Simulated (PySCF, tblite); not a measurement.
Compound: 2,5-dimethylbenzothiazole, C9H9NS.
Bonds: C1–C2, C2–C3 (aromatic), C3–C4 (aromatic), C4–C5 (aromatic), C5–S6 (aromatic), S6–C7 (aromatic), C7–C8, C7–N9 (aromatic), N9–C10 (aromatic), C10–C11 (aromatic), C2–C11 (aromatic), C5–C10 (aromatic). Hydrogens: H12, H13, H14 on C1; H15 on C3; H16 on C4; H17, H18, H19 on C8; H20 on C11.

Structure optimised with GFN2-xTB, isolated species.

(1) List the bond lengths and angles at this level.

## Answers

(1) 
```csv
bond,length (bohr)
C1–C2,2.833
C2–C3,2.644
C3–C4,2.607
C4–C5,2.615
C5–S6,3.285
S6–C7,3.359
C7–C8,2.795
C7–N9,2.407
N9–C10,2.582
C10–C11,2.628
C2–C11,2.612
C5–C10,2.667
"C1–H12, C1–H13, C1–H14",2.057
C3–H15,2.042
C4–H16,2.039
"C8–H17, C8–H18, C8–H19",2.057
C11–H20,2.039
```

Bonds in one row agree within 0.02 bohr and their mean is given. A selection of angles:
```csv
angle,degrees
C1–C2–C3,119.4
C1–C2–C11,121.0
C3–C2–C11,119.7
C2–C3–C4,121.9
C3–C4–C5,118.2
C4–C5–S6,129.4
C4–C5–C10,121.0
S6–C5–C10,109.6
C5–S6–C7,88.1
S6–C7–C8,119.6
S6–C7–N9,115.2
C8–C7–N9,125.2
C7–N9–C10,112.7
N9–C10–C11,125.9
C5–C10–N9,114.4
C5–C10–C11,119.7
C2–C11–C10,119.6
```

S6 (thiophene-type sulfur) is bent (angle 88.1°). The C–S distances run from 1.739 Å (C5–S6, aromatic) to 1.777 Å (S6–C7, aromatic), a spread of 0.038 Å. Of the pairs four or more bonds apart, H12···H20 is among the closest relative to their van der Waals radii: 2.38 Å, 99 % of the sum of Bondi's values. The 6-membered ring C2–C3–C4–C5–C10–C11 has internal angles of 118.2° to 121.9°; it is planar, 0.00 Å rms from its mean plane, widest ring torsion 0°. The 2 C–N bonds span 1.273 Å (C7–N9, aromatic) to 1.366 Å (N9–C10, aromatic), a spread of 0.093 Å. N9 (pyridine-type nitrogen) is bent (angle 112.7°). The C–C distances run from 1.379 Å (C3–C4, aromatic) to 1.499 Å (C1–C2, drawn single), a spread of 0.120 Å.

Point group: near Cs, missed by 0.16 Å at most; the miss may be what the optimiser left on a soft mode. Its GFN2-xTB frequencies are all real (lowest 34 cm⁻¹). 2 starts were optimised and ended at 0.00 and 0.04 kcal/mol (GFN2-xTB); the lowest of these is shown.

All values are computed, not measured.
